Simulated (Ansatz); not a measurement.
Isolated molecules relaxed with PBE0-D4/def2-TZVP in Ansatz; ΔE leaves out vibrations. CCSD(T)/CBS adds triple-zeta CCSD(T) − MP2 to the extrapolated MP2 energy (def2 sets, frozen cores). This one scheme is used for every species, atoms too. For atomizations the MP2-based limit and the directly extrapolated one differ by several kJ/mol either way, and by 10 to 25 for some Ge, Se and Sn compounds, so smaller differences from it don't rank the levels. Functionals use def2-TZVPP. HSE06 is defined as in plane-wave codes. Open shells (•) are unrestricted, without spin–orbit coupling. Spin–orbit coupling would lower the free atoms: a little for C; clearly for Se. Bonds to Se, Zn are less sure, by a few kJ/mol each and by 10 to 20 or more in all where they break to atoms, as the def2 sets lack core-valence functions. Scalar relativity is left out up to krypton. One conformer a species, not always the lowest.

Consider the atomization: `[CH3][Zn][Se]C` → 2 C• + 6 H• + Se• + Zn (atom).

| level | ΔE (kJ/mol) | difference from CCSD(T)/CBS |
| --- | --- | --- |
| LDA (SPW92) | 3690.3 | 435.8 |
| PBE-D4 | 3291.7 | 37.2 |
| PBE0-D4 | 3259.6 | 5.1 |
| HSE06-D4 | 3261.4 | 6.9 |
| BHLYP-D4 | 3164.5 | -90.0 |
| BHLYP | 3140.9 | -113.6 |
| HF/def2-SVP | 2426.0 | -828.5 |
| CCSD(T)/def2-SVP | 3073.4 | -181.1 |
| SCS-MP2/def2-TZVPP | 3192.9 | -61.6 |
| MP2/CBS(def2) | 3291.4 | 36.9 |
| CCSD(T)/CBS | 3254.5 | 0 |

Largest T1 diagnostic among the species: 0.017.

In def2-TZVPP, CCSD(T) changes the Hartree–Fock value by +772.3 kJ/mol (the triples alone add +43.7 kJ/mol) and MP2 by +809.2 kJ/mol; breaking electron pairs costs correlation energy, which Hartree–Fock lacks. From BLYP to BHLYP (50 % exact exchange), in def2-TZVPP and without D4, ΔE moves by −27.1 kJ/mol: exact exchange takes away binding that semilocal exchange gives to molecules. The D4 term adds +28.6 kJ/mol with B3LYP and +14.9 kJ/mol with PBE0; it sums over pairs of atoms, weighted by their polarisabilities, and B3LYP, whose exchange is more repulsive, gets the larger term.

B3LYP here is the variant with VWN-RPA as its local correlation; programs differ in this.
